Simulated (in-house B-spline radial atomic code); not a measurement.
Results of a calculation; reference values are marked as such.
## Two electrons in Ge: a Gaussian well −V exp(−r²/w²) with V = 10.1 meV and w = 62.6 nm

For Ge the NSM archive of the Ioffe Institute lists m_l = 1.6 m0, m_t = 0.08 m0 and ε = 16.2; the model takes one isotropic valley with the conductivity mass 3/(1/m_l + 2/m_t) = 0.117 m0, and so misses anisotropy and the other valleys. All triplets below are those of one valley; with several valleys two electrons can form a triplet in the 1s orbital itself, at an energy set by the valley splitting.

Effective-mass model with parabolic bands, a uniform dielectric constant, no image charges, no central-cell or spin-orbit terms. Two-electron levels come from full CI in B-splines with partial waves to l = 5 (up to 0.001 effective hartree above the limit).

(1) What are the effective units, and what is the potential in them?

In these units the lowest s and p orbitals lie at -0.615949 and -0.483218, and their Coulomb and exchange integrals are J_ss = 0.292380, J_sp = 0.238565 and K_sp = 0.04659. Full CI gives -0.996401 for the ground singlet, -0.923633 for the sp triplet, -0.870968 for the sp singlet and -0.818917 for the lowest triplet of two s orbitals.

(2) What does it cost to add the second electron, to first order and exactly?

(3) How far above the singlet do the triplets lie?

Results:

(1) Ha* = 27211.386 meV × 0.117/16.2² = 12.13 meV and a* = 0.0529177 nm × 16.2/0.117 = 7.327 nm. V = 0.829 Ha* and w = 8.54 a*.

(2) To first order E = 2ε_s + J_ss = -0.939518, so the charging energy E(2) − 2E(1) is J_ss = 3.547 meV. CI gives -0.996401 − 2 × (-0.615949) = 0.235496, or 2.857 meV: relaxation and correlation lower it by 0.6901 meV, 19.5 % of J_ss. The s² configuration of one-electron orbitals holds 84.9 % of the state, and the mean radius is 27 nm. The second electron is bound by ε_s − E = 4.615 meV, against 7.472 meV for the first.

(3) To first order the sp triplet lies at ε_s + ε_p + J_sp − K_sp = -0.907194, which is 0.3921 meV above 2ε_s + J_ss. CI gives -0.923633 − (-0.996401) = 0.072769, or 0.8828 meV, 55 % of the orbital spacing of 1.61 meV. The ss triplet lies 2.153 meV up, so the lower of the two is the sp one, and its gap equals k_BT at 10.2 K. The sp singlet-triplet splitting is 0.6389 meV, against 2K_sp = 1.13 meV.
